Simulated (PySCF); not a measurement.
Sn(H)(F)2(OH), H2F2OSn, SMILES [F][SnH]([F])[OH] (PBE0/def2-SVP optimised geometry):

```
6

Sn    -0.832    -0.472     0.000
O      1.122    -0.472     0.000
F     -1.429    -1.097     1.721
F     -1.422     1.361     0.000
H     -1.496    -1.361    -1.275
H      1.496     0.033     0.733
```

Computed with PBE0/def2-TZVP, def2 effective core potentials past Kr (PySCF).

Q: What are the frontier orbital energies and the dipole moment?

A: HOMO-2 -10.87 eV, HOMO-1 -10.31 eV, HOMO -9.72 eV, LUMO -1.89 eV, LUMO+1 -0.29 eV; dipole moment 1.91 D.

On the same geometry PySCF with PBE/def2-TZVP, def2 effective core potentials past Kr gives HOMO-2 -9.06 eV, HOMO-1 -8.59 eV, HOMO -7.92 eV, LUMO -2.88 eV, LUMO+1 -1.05 eV; dipole moment 1.78 D.
